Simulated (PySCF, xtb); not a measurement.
Ge(H)(OH) (GeH₂O), SMILES [OH][GeH] (connectivity only; charge and spin as stated), neutral, multiplicity 1.

GFN2-xTB (xtb) at its own geometry gives an orbital gap of 3.51 eV and a dipole moment of 0.46 D.

Coordinates come from a PBE0-D3(BJ)/def2-TZVP optimisation.

### Question
What does CAM-B3LYP/def2-TZVPD (PySCF) give? (Estimate from the structure and the level; the computed values follow.)

### Answer
gap 7.01 eV (levels -8.32 and -1.31 eV), dipole 1.21 D.
